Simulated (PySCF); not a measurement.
A calculated (UHF, PySCF 2.14, Sapporo-DZP-2012, the spin-free X2C one-electron Hamiltonian (Gaussian nucleus)) atom or ion has these occupied shells.

```json
{"shell": "1s α", "electrons": "1", "orbital energy (eV)": "-1887.0", "rms radius, mean of both spins (bohr)": "0.129"}
{"shell": "1s β", "electrons": "1", "orbital energy (eV)": "-1886.8", "rms radius, mean of both spins (bohr)": "0.129"}
{"shell": "2s α", "electrons": "1", "orbital energy (eV)": "-178.02", "rms radius, mean of both spins (bohr)": "0.613"}
{"shell": "2s β", "electrons": "1", "orbital energy (eV)": "-177.84", "rms radius, mean of both spins (bohr)": "0.613"}
{"shell": "2p α", "electrons": "3", "orbital energy (eV)": "-125.74", "rms radius, mean of both spins (bohr)": "0.599"}
{"shell": "2p β", "electrons": "3", "orbital energy (eV)": "-125.39", "rms radius, mean of both spins (bohr)": "0.599"}
{"shell": "3s α", "electrons": "1", "orbital energy (eV)": "-24.135", "rms radius, mean of both spins (bohr)": "2.25"}
{"shell": "3s β", "electrons": "1", "orbital energy (eV)": "-21.736", "rms radius, mean of both spins (bohr)": "2.25"}
{"shell": "3p α", "electrons": "1", "orbital energy (eV)": "-16.202", "rms radius, mean of both spins (bohr)": "2.65"}
```

(1) Name the element and its charge.

## Answers

(1) Si+ (silicon, charge +1), in [Ne] 3s2 3p1, 2P determinant.
